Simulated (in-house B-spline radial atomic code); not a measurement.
The calcium ion Ca⁷⁺: [Ne] 3s(0 up, 1 down) 3p(0 up, 2 down) (an excited or competing configuration)

Method: non-relativistic Hartree-Fock with fractional occupations, spin-polarised, spherical fractional occupations, point nucleus. Calculated with an all-electron radial atomic-structure program (B-spline basis).

Screening seen three ways: the hydrogenic charge with the same mean radius, Z_r = [3n² - l(l+1)]/(2<r>), the one with the same energy, Z_e = n√(-2ε), and Slater's rules. Values are occupation-weighted means over spin.

```json
{"shell": "1s", "electrons": "2", "ε (eV)": "-4205.2", "<r> (bohr)": "0.07727", "Z_r": "19.41", "Z_e": "17.58", "Slater": "19.70"}
{"shell": "2s", "electrons": "2", "ε (eV)": "-590.31", "<r> (bohr)": "0.3615", "Z_r": "16.60", "Z_e": "13.17", "Slater": "15.85"}
{"shell": "2p", "electrons": "6", "ε (eV)": "-504.4", "<r> (bohr)": "0.3245", "Z_r": "15.41", "Z_e": "12.18", "Slater": "15.85"}
{"shell": "3s", "electrons": "1", "ε (eV)": "-173.37", "<r> (bohr)": "1.025", "Z_r": "13.17", "Z_e": "10.71", "Slater": "10.50"}
{"shell": "3p", "electrons": "2", "ε (eV)": "-142.28", "<r> (bohr)": "1.064", "Z_r": "11.75", "Z_e": "9.70", "Slater": "10.50"}
```

The least bound orbital is 3p down at -142.3 eV, and it is also the most diffuse (<r> = 1.064 bohr).

Caution: exact exchange at fractional occupations of open shells leaves self-interaction of up to several eV.
